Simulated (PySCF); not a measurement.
CH₅ClGaNO (SMILES C[O][Ga]([NH2])[Cl]), singlet, geometry from GFN2-xTB (such geometries of metal compounds can be far from the true shape); DF-B3LYP/pcseg-2 (PySCF).

Here is a job for PySCF.
```python
from pyscf import gto, scf, dft

mol = gto.Mole()
mol.atom = '''
    Ga   -0.080366    0.218964    0.126516
    Cl    1.249900   -0.331246    1.608516
    O    -0.160549   -0.974931   -1.159155
    C    -0.813310   -1.145394   -2.402561
    H    -1.379585   -0.258875   -2.701603
    H    -0.057063   -1.351890   -3.164227
    H    -1.496010   -1.996552   -2.333595
    N    -0.964966    1.840693    0.030124
    H    -1.066297    2.361083    0.893769
    H    -1.838986    1.876495   -0.483361
'''
mol.basis = 'pcseg-2'
mol.charge = 0
mol.spin = 0
mol.verbose = 4
mol.max_memory = 1800
mol.build()

mf = dft.RKS(mol)
mf.xc = 'b3lyp'
mf = mf.density_fit(auxbasis='def2-universal-jkfit')
mf.kernel()
```

Output, abridged:

```
PySCF version 2.14.0

[INPUT] verbose = 4
[INPUT] num. atoms = 10
[INPUT] num. electrons = 74
[INPUT] charge = 0
[INPUT] spin (= nelec alpha-beta = 2S) = 0
[INPUT] symmetry False subgroup None
[INPUT] Mole.unit = angstrom
[INPUT] Symbol           X                Y                Z      unit          X                Y                Z       unit  Magmom
[INPUT]  1 Ga    -0.080366000000   0.218964000000   0.126516000000 AA   -0.151869729727   0.413781991139   0.239080590375 Bohr   0.0
[INPUT]  2 Cl     1.249900000000  -0.331246000000   1.608516000000 AA    2.361968683094  -0.625964219858   3.039654706981 Bohr   0.0
[INPUT]  3 O     -0.160549000000  -0.974931000000  -1.159155000000 AA   -0.303393639573  -1.842352580348  -2.190485485920 Bohr   0.0
[INPUT]  4 C     -0.813310000000  -1.145394000000  -2.402561000000 AA   -1.536933154370  -2.164480964720  -4.540182287561 Bohr   0.0
[INPUT]  5 H     -1.379585000000  -0.258875000000  -2.701603000000 AA   -2.607037815558  -0.489202850497  -5.105289767303 Bohr   0.0
[INPUT]  6 H     -0.057063000000  -1.351890000000  -3.164227000000 AA   -0.107833441846  -2.554701850538  -5.979522425954 Bohr   0.0
[INPUT]  7 H     -1.496010000000  -1.996552000000  -2.333595000000 AA   -2.827049179611  -3.772936473453  -4.409855435654 Bohr   0.0
[INPUT]  8 N     -0.964966000000   1.840693000000   0.030124000000 AA   -1.823521459517   3.478405649404   0.056926109776 Bohr   0.0
[INPUT]  9 H     -1.066297000000   2.361083000000   0.893769000000 AA   -2.015009297445   4.461800227366   1.688978628626 Bohr   0.0
[INPUT] 10 H     -1.838986000000   1.876495000000  -0.483361000000 AA   -3.475179886909   3.546061624116  -0.913419909296 Bohr   0.0

nuclear repulsion = 458.587009547911
number of shells = 35
number of NR pGTOs = 404
number of NR cGTOs = 237
basis = pcseg-2
ecp = {}

******** <class 'pyscf.df.df_jk.DFRKS'> ********
method = DFRKS
initial guess = minao
damping factor = 0
level_shift factor = 0
DIIS = <class 'pyscf.scf.diis.CDIIS'>
diis_start_cycle = 1
diis_space = 8
diis_damp = 0
SCF conv_tol = 1e-09
SCF conv_tol_grad = None
SCF max_cycles = 50
direct_scf = False
XC library pyscf.dft.libxc version 7.1.2
    S. Lehtola, C. Steigemann, M. J. T. Oliveira, and M. A. L. Marques,  SoftwareX 7, 1–5 (2018)
XC functionals = b3lyp
    P. J. Stephens, F. J. Devlin, C. F. Chabalowski, and M. J. Frisch,  J. Phys. Chem. 98, 11623 (1994)
radial grids:
    Treutler-Ahlrichs [JCP 102, 346 (1995); DOI:10.1063/1.469408] (M4) radial grids

becke partition: Becke, JCP 88, 2547 (1988); DOI:10.1063/1.454033
pruning grids: <function nwchem_prune>
grids dens level: 3
symmetrized grids: False
atomic radii adjust function: <function treutler_atomic_radii_adjust>
small_rho_cutoff = 0
Set gradient conv threshold to 3.16228e-05
Initial guess from minao.
tot grids = 130928
******** <class 'pyscf.df.df.DF'> ********
auxbasis = def2-universal-jkfit
init E= -2556.19263374507
  HOMO = -0.319133462566519  LUMO = -0.0849914230786766  gap/eV = 6.37133
cycle= 1 E= -2556.22622663448  delta_E= -0.0336  |g|= 1.14  |ddm|= 2.55
  HOMO = -0.125472691514735  LUMO = -0.0210232119335174  gap/eV = 2.84222
cycle= 2 E= -2555.54958852457  delta_E= 0.677  |g|= 2.14  |ddm|= 2.12
  HOMO = -0.260396566897995  LUMO = -0.0381398276398979  gap/eV = 6.04791
cycle= 3 E= -2556.41836631796  delta_E= -0.869  |g|= 0.376  |ddm|= 1.55
  HOMO = -0.274834799176865  LUMO = -0.0383849351342089  gap/eV = 6.43413
cycle= 4 E= -2556.44245869612  delta_E= -0.0241  |g|= 0.114  |ddm|= 0.294
  HOMO = -0.269149172276889  LUMO = -0.0398023269583433  gap/eV = 6.24085
cycle= 5 E= -2556.44441553287  delta_E= -0.00196  |g|= 0.0539  |ddm|= 0.101
  HOMO = -0.274310481147063  LUMO = -0.0403041311033246  gap/eV = 6.36764
cycle= 6 E= -2556.44502016958  delta_E= -0.000605  |g|= 0.0105  |ddm|= 0.041
  HOMO = -0.273305709076664  LUMO = -0.0394953721491772  gap/eV = 6.36230
cycle= 7 E= -2556.445043337  delta_E= -2.32e-05  |g|= 0.00303  |ddm|= 0.0111
  HOMO = -0.273540035234848  LUMO = -0.0396370646235633  gap/eV = 6.36482
cycle= 8 E= -2556.44504549944  delta_E= -2.16e-06  |g|= 0.000491  |ddm|= 0.00297
  HOMO = -0.273551867605756  LUMO = -0.039634319710065  gap/eV = 6.36522
cycle= 9 E= -2556.44504555287  delta_E= -5.34e-08  |g|= 0.000158  |ddm|= 0.00047
  HOMO = -0.273549952763089  LUMO = -0.0396324419889423  gap/eV = 6.36522
cycle= 10 E= -2556.44504555884  delta_E= -5.97e-09  |g|= 4.56e-05  |ddm|= 0.000134
  HOMO = -0.273551283718404  LUMO = -0.03963333144334  gap/eV = 6.36523
cycle= 11 E= -2556.44504555926  delta_E= -4.18e-10  |g|= 8.5e-06  |ddm|= 3.51e-05
  HOMO = -0.273550214394239  LUMO = -0.0396333925727619  gap/eV = 6.36520
Extra cycle  E= -2556.44504555924  delta_E= 2.23e-11  |g|= 1.49e-05  |ddm|= 1.49e-05
converged SCF energy = -2556.44504555924
```
